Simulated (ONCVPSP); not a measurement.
# La: ONCV pseudisation with LDA (Perdew-Zunger), scalar-relativistic reference atom.

La, optimised norm-conserving Vanderbilt (ONCV), made with ONCVPSP 4.0.1 (LDA (Perdew-Zunger), scalar-relativistic). Core [Kr] 4d10, reference 5s2 5p6 5d1 6s2. Waves: 5s+6s: rc 2.95 bohr, ncon 4, nbas 7, qcut 4.3 1/bohr, 2 projectors; 5p: rc 2.10 bohr, ncon 4, nbas 7, qcut 3.5 1/bohr, 3 projectors, debl 3.4 Ha; 5d: rc 2.60 bohr, ncon 4, nbas 9, qcut 3.6 1/bohr, 2 projectors, debl 1.7 Ha; f scattering state at 0.02 Ha: rc 2.50 bohr, ncon 4, nbas 9, qcut 5 1/bohr, 2 projectors, debl 3.9 Ha. Local part: polynomial inside 1.40 bohr (lpopt 4, dvloc0 6 Ha). Core correction: none.

In the f channel the program set the typed energies aside and used -0.168, 3.732 Ha.

- Cutoffs needed: 22 Ha and 32 Ha (the cutoffs (Ha) at which the residual kinetic energy of the hardest occupied pseudo-wave falls to 1 and 0.1 mHa per electron) The cutoffs count occupied waves only; projector 2 of the f channel, the hardest unoccupied one, needs 74 Ha at the loose tolerance.
- Ghost test: no bound ghost flagged; no localised positive-energy state flagged
- Largest excitation error: -7.3 meV (all-electron minus pseudo) for 5s2 5p6 5d1 6s0, out of 4 test configurations
